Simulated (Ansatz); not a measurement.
`N[Si](O)(F)Cl` + H₂O → `O[Si](O)(F)Cl` + NH₃  (formal hydrolysis of the Si–N bond)

Isolated molecules relaxed with PBE0-D4/def2-TZVP in Ansatz; ΔE leaves out vibrations. CBS: MP2 limit from def2 TZ/QZ plus the TZ coupled-cluster correction, frozen cores. This one scheme is used for every species. Functionals use def2-TZVPP. B3LYP here is the variant with VWN-RPA as its local correlation; programs differ in this. One conformer a species, not always the lowest.

`N[Si](O)(F)Cl`:

Cartesian coordinates in Å:
```
N 0.660 1.000 -0.196
Si -0.289 -0.395 -0.218
O -1.044 -0.634 1.197
F -1.473 -0.381 -1.269
Cl 0.941 -1.932 -0.747
H 1.435 1.105 -0.829
H 0.269 1.887 0.079
H -0.497 -0.650 1.984
```

H₂O:

Z-matrix (Å, degrees):
```
O
H 1 0.960
H 1 0.960 2 105.1
```

`O[Si](O)(F)Cl`:

```xyz
7

O    -1.052   -0.852    0.121
Si    0.190    0.130   -0.219
O     0.585    0.948    1.114
F     1.408   -0.733   -0.750
Cl   -0.230    1.463   -1.682
H    -1.348   -1.476   -0.544
H     0.446    0.520    1.960
```

NH₃:

Cartesian coordinates in Å:
```
N 0.142 -0.105 0.219
H -0.786 -0.504 0.147
H 0.030 0.898 0.292
H 0.613 -0.289 -0.658
```

```tsv
level	ΔE (kJ/mol)	difference from CCSD(T)/CBS
PBE-D4	-37.2	1.3
r2SCAN-D4	-42.5	-4.0
PBE0-D4	-37.5	1.0
B3LYP-D4	-40.6	-2.1
ωB97X-V	-40.8	-2.3
ωB97M-V	-40.4	-1.9
B2PLYP	-43.2	-4.7
PBE	-39.1	-0.6
B3LYP	-43.7	-5.2
HF/def2-TZVPP	-48.0	-9.5
MP2/def2-TZVPP	-40.2	-1.7
SCS-MP2/def2-TZVPP	-42.1	-3.6
CCSD/def2-TZVPP	-42.0	-3.5
HF/def2-QZVPP	-48.1	-9.6
HF/CBS(def2)	-48.1	-9.6
CCSD/CBS(def2)	-39.2	-0.7
CCSD(T)/CBS	-38.5	0
```

Largest T1 diagnostic among the species: 0.011.

In def2-TZVPP, CCSD(T) changes the Hartree–Fock value by +6.7 kJ/mol (the triples alone add +0.6 kJ/mol) and MP2 by +7.8 kJ/mol. The D4 term adds +3.2 kJ/mol with B3LYP and +1.7 kJ/mol with PBE0; it sums over pairs of atoms, weighted by their polarisabilities, and B3LYP, whose exchange is more repulsive, gets the larger term.
